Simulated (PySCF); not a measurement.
**SMILES C#C/C=C/C=C/C(C)=O, C$_{8}$H$_{8}$O**

Molfile (atoms numbered from 1):
```
C8H8O
     RDKit          3D

 17 16  0  0  0  0  0  0  0  0999 V2000
    4.7996    0.1931    0.7706 C   0  0  0  0  0  0  0  0  0  0  0  0
    3.6956   -0.1390    0.3867 C   0  0  0  0  0  0  0  0  0  0  0  0
    2.4218   -0.5476   -0.0753 C   0  0  0  0  0  0  0  0  0  0  0  0
    1.2579    0.0610    0.2572 C   0  0  0  0  0  0  0  0  0  0  0  0
   -0.0196   -0.3839   -0.2314 C   0  0  0  0  0  0  0  0  0  0  0  0
   -1.2008    0.1918    0.0755 C   0  0  0  0  0  0  0  0  0  0  0  0
   -2.4696   -0.3426   -0.4795 C   0  0  0  0  0  0  0  0  0  0  0  0
   -3.7307    0.3755   -0.0726 C   0  0  0  0  0  0  0  0  0  0  0  0
   -2.4868   -1.3045   -1.2190 O   0  0  0  0  0  0  0  0  0  0  0  0
    5.7738    0.4904    1.1130 H   0  0  0  0  0  0  0  0  0  0  0  0
    2.3947   -1.4158   -0.7453 H   0  0  0  0  0  0  0  0  0  0  0  0
    1.2814    0.9280    0.9257 H   0  0  0  0  0  0  0  0  0  0  0  0
   -0.0503   -1.2517   -0.9018 H   0  0  0  0  0  0  0  0  0  0  0  0
   -1.2434    1.0620    0.7390 H   0  0  0  0  0  0  0  0  0  0  0  0
   -3.6794    1.4351   -0.3711 H   0  0  0  0  0  0  0  0  0  0  0  0
   -3.8417    0.3579    1.0237 H   0  0  0  0  0  0  0  0  0  0  0  0
   -4.5998   -0.1013   -0.5416 H   0  0  0  0  0  0  0  0  0  0  0  0
  1  2  3  0
  2  3  1  0
  3  4  2  0
  4  5  1  0
  5  6  2  0
  6  7  1  0
  7  8  1  0
  7  9  2  0
  1 10  1  0
  3 11  1  0
  4 12  1  0
  5 13  1  0
  6 14  1  0
  8 15  1  0
  8 16  1  0
  8 17  1  0
M  END
```

Level of theory: TDDFT CAM-B3LYP/aug-cc-pVDZ excited states, vertical, gas phase in PySCF. Geometry: PBE0-D3(BJ)/def2-SVP.

Question: Give the one- and two-photon strengths of the lowest singlets.

Answer: δ for parallel linear polarisation; σ at the peak of a Lorentzian of half width 0.1 eV, single beam; Ω is circular over linear.
```
state  E (eV)      f  photon λ (nm)  δ (au)  σ (GM)     Ω                                  main
   S1    3.65  0.000            680    <0.1    0.00     –  HOMO−1→LUMO 0.81, HOMO−1→LUMO+4 0.14
   S2    4.29  0.989            577     992    6.71  0.69                        HOMO→LUMO 0.96
   S3    4.86  0.000            510    0.18    0.00  1.50  HOMO−2→LUMO 0.85, HOMO−2→LUMO+4 0.09
   S4    5.87  0.000            422    6.78    0.09  1.50    HOMO→LUMO+9 0.23, HOMO→LUMO+3 0.21
   S5    5.91  0.025            419      39    0.50  0.89    HOMO−3→LUMO 0.58, HOMO→LUMO+4 0.21
   S6    6.05  0.005            410    20.1    0.27  1.49    HOMO→LUMO+1 0.64, HOMO→LUMO+3 0.10
```

Among these, the strongest one-photon state is S2, the strongest two-photon state S2, with a dipole change of 2.9 D (relaxed, norm of the difference vector).
